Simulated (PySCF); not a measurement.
# Telling isomers of C₆H₁₀O apart by NMR

Fast rotation and ring inversion assumed for equivalent nuclei, one computed conformer, no relativistic terms, gas phase. Geometry: GFN2-xTB; shieldings: GIAO PBE0/pcSseg-1; PySCF 2.14.0 with density-fitted response routines.

References, each an isolated molecule treated in the same way: TMS for 1H (σref 31.72), 13C (σref 186.93). Where no couplings were computed, multiplicities follow the n + 1 count of equivalent neighbours, and m marks all less simple cases (inequivalent or close neighbours, rings, F or P nearby). Shifts are as computed. Against solution values, carbons near 30 ppm lie about +3 ppm off and those near 130 ppm about +5 ppm. Of 1211 compounds with measured shifts, 218 miss one by over three times the rms of a fit or turn the order of signals round; such compounds aren't used in these exercises. OH and NH positions are gas-phase values without hydrogen bonding to other molecules.

(1) Tabulate the signals of `C=CCC(=C)CO`, `C=CC(C=C)OC` and their relative energies.

(2) What is the quickest way to tell C=CCC(=C)CO from C=CC(C=C)OC?

Results:

(1) 
| SMILES | carbon types | δC | δH | E rel. (kcal/mol) |
| --- | --- | --- | --- | --- |
| C=CCC(=C)CO | 1×C 1×CH 4×CH2 | 158.3, 146.2, 123.9, 119.0, 68.8, 43.4 | 5.93 (m, 1H), 5.53 (m, 1H), 5.36 (m, 1H), 5.25 (m, 1H), 5.18 (m, 1H), 4.29 (s, 2H), 3.13 (d, 2H), -0.01 (br s, 1H) | 0.0 |
| C=CC(C=C)OC | 3×CH 2×CH2 1×CH3 | 149.9, 122.1, 92.8, 58.0 | 6.17 (m, 2H), 5.47 (m, 2H), 5.39 (m, 2H), 3.94 (t, 1H), 3.47 (s, 3H) | 11.1 |

Energies are electronic energies at PBE0/pcSseg-1 on these geometries, without zero-point or thermal terms, each for the one conformer computed, which needn't be the lowest.

(2) Count the carbon signals: 6 against 4. The first has a fully substituted alkene carbon (C) at 158.3 ppm, the second a methyl carbon bonded to O (CH3) at 58.0 ppm. Their most deshielded carbons lie at 158.3 and 149.9 ppm.
